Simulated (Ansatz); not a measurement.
A search over several starts for the lowest SCF solution of the cluster B₆Os⁻ at the given spin, in a small basis.

```yaml
crystal:
  periodic: [false, false, false]
  atoms:
    - {symbol: Os, position_ang: [-0.662725, -1.667913, 0.041291]}
    - {symbol: B, position_ang: [-0.232852, 0.249218, 0.918440]}
    - {symbol: B, position_ang: [-0.286398, 1.365448, -0.402157]}
    - {symbol: B, position_ang: [1.215702, 0.782291, 0.136682]}
    - {symbol: B, position_ang: [0.263371, -0.144049, -0.889379]}
    - {symbol: B, position_ang: [1.141084, -0.793262, 0.560839]}
    - {symbol: B, position_ang: [-1.438171, 0.208267, -0.365706]}
basis:
  gaussian: {orbitals: def2-SVP, initial_orbitals: start.molden}
total_charge: -1
magnetization: {spin_polarized: true, initial_magnetization: 1}
hamiltonian: {xc: pbe, dispersion: d4}
output: {orbitals: {seedname: orbitals}}
```

The file start.molden holds the orbitals of an earlier run on this structure, at another level or in another basis.

```sh
$ ansatz run in.yaml --threads 4 --pin off --events-out ev --progress --plain --max-ram 4787MiB
```

Output, abridged:

```
Functional definition: PBE
1221 factors; their error is unknown
mean field evaluation 1: about -6512.7024 eV, gradient 1.2e1 eV
mean field evaluation 2: about -6512.7855 eV, gradient 2.1e-1 eV
mean field evaluation 4: about -6512.7383 eV, gradient 4.8e-3 eV
mean field evaluation 8: about -6512.7384 eV, gradient 5.7e-5 eV
mean field evaluation 16: about -5809.0500 eV, gradient 3.0e2 eV
mean field evaluation 32: about -6512.7862 eV, gradient 2.2e-1 eV
mean field evaluation 64: about -6512.7384 eV, gradient 1.7e-6 eV
mean field evaluation 96: about -6512.3881 eV, gradient 6.9e0 eV
mean field evaluation 128: about -6511.9419 eV, gradient 2.2e0 eV
mean field evaluation 160: about -6512.7123 eV, gradient 7.4e-2 eV
mean field -6512.73835045 eV, -239.3387198866 hartree, gradient 5.5e-6 eV, S^2 0.983191; 11 other end points of the search recorded, 0 dependent functions left out
reference -6512.73838310 eV, -239.3387210863 hartree; 24, 23 occupied and 92, 93 virtual orbitals, 1221 factors
Total energy: -6513.06938132 eV, -239.3508850466 hartree
```

Run time 26 s (4 threads of Intel Xeon on a shared host).

In the def2 sets Os takes a core potential; there is no spin–orbit coupling. The charge -1 doublet is spin-contaminated (final ⟨S²⟩ up to 0.98, 0.75 for a pure state). The highest occupied level of the charge -1 doublet lies above zero (up to 0.47 eV). The electron is either unbound and held by the finite basis, or the level is raised by self-interaction error. Another isomer (doublet) lies 0.97 eV lower at PBE0-D4/def2-TZVPD; other spin states weren't run for this one.
